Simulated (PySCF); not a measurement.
**Ions at one geometry of HgCl2**

PySCF 2.14.0, RKS PBE0, Hg def2-SVP with ECP60, Cl def2-SVP; non-relativistic Hamiltonian with scalar-relativistic core potentials where named; density fitting; no spin-orbit coupling; singlets restricted, open shells unrestricted. The geometry is relaxed for charge 0, singlet, vacuum:

```xyz
3

Hg    0.0000    0.0000    0.3764
Cl    2.2824    0.0000    0.3764
Cl   -2.2824    0.0000    0.3764
```

Energies count from the relaxed state; an electron taken off or put on is at rest in vacuum. Charges and spins are Mulliken's.

```tsv
state	energy (eV)	spin squared	charge on Hg1 (e)	spin on Hg1 (e)	dipole about the centre of mass (D)
charge 0, singlet, vacuum	0.00	0.00	0.56	0.00	0.00
charge +1, doublet, vacuum	11.02	0.76	0.80	-0.01	0.00
```

Problem. What does the state charge -1, doublet, vacuum give?

Solution. energy (eV) -0.25, spin squared 0.75, charge on Hg1 (e) -0.04, spin on Hg1 (e) 0.57, dipole about the centre of mass (D) 0.00.

With an electron taken off (doublet) the charges change, summed by element, by Hg +0.24 e, Cl +0.76 e. The vertical ionisation energy is 11.02 eV, against −ε(HOMO) = 8.72 eV of the relaxed state. The level lies 2.3 eV too high, as is usual for semilocal functionals and global hybrids, which keep a self-interaction error.

With an electron put on (doublet) the charges change, summed by element, by Hg -0.60 e, Cl -0.40 e. The vertical electron affinity is 0.25 eV, against −ε(LUMO) = 2.39 eV of the relaxed state. The basis has no diffuse functions, which an added electron needs. The added electron's level lies above zero.

Open shells may have lower solutions than those found.
